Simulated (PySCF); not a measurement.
# Ar²⁺: excitation energy

Ar²⁺ [Ne] 3s2 3p4 (3P) → Ar²⁺ [Ne] 3s2 3p3 4s1, s spin flipped, as a difference of total energies. Calculation: PySCF 2.14, in aug-cc-pVQZ-DK (7s6p4d3f2g, 84 functions); the spin-free X2C one-electron Hamiltonian (Gaussian nucleus). Correlated levels: valence: [Ne] frozen. The calculations carry no spin-orbit coupling.

| method | excitation energy (eV) |
| --- | --- |
| UHF | 21.560 |
| LDA | 22.124 |
| PBE | 22.180 |
| PBE0 | 22.278 |
| r2SCAN | 22.380 |
| PBEsol | 22.139 |
| BHandHLYP | 22.119 |
| wB97X | 22.372 |
| TPSS | 22.455 |
| MP2 (valence) | 21.975 |
| SCS-MP2 (valence) | 22.083 |

Problem. How much does correlation contribute at MP2 (valence)?

Solution. 21.975 − (21.560) = 0.415 eV, measured against UHF.

The upper determinant mixes two multiplicities, so it lies between the two terms.

The promoted electron is Rydberg-like, and one or two diffuse shells describe it only roughly, which tends to raise the upper state.
